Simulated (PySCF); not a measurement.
**Ne³⁺ (neon, charge +3) across methods**

[He] 2s2 2p3, high-spin 4S determinant. Computed with PySCF 2.14 in ANO-RCC-VTZP, with the spin-free X2C one-electron Hamiltonian (Gaussian nucleus).

```tsv
method	E (hartree)	mean ε 2s α (eV)	mean ε 2s β (eV)	mean ε 2p α (eV)	Σ⟨r²⟩ (bohr²)	⟨S²⟩
UHF	-124.24612	-126.95	-107.02	-98.509	3.630	3.753
wB97X-V	-124.4407	-113.51	-103.76	-89.703	3.649	3.751
PBE0	-124.3730	-111.69	-100.71	-87.644	3.645	3.751
HSE06	-124.3818	-111.24	-100.28	-87.192	3.646	3.751
wB97M-V	-124.4597	-113.79	-103.93	-89.801	3.648	3.752
LDA	-123.6909	-105.70	-97.692	-83.743	3.671	3.751
PBE	-124.3497	-106.34	-97.947	-83.764	3.657	3.751
TPSSh	-124.4704	-109.53	-99.376	-85.695	3.643	3.751
r2SCAN	-124.4331	-109.24	-98.258	-85.320	3.637	3.752
```
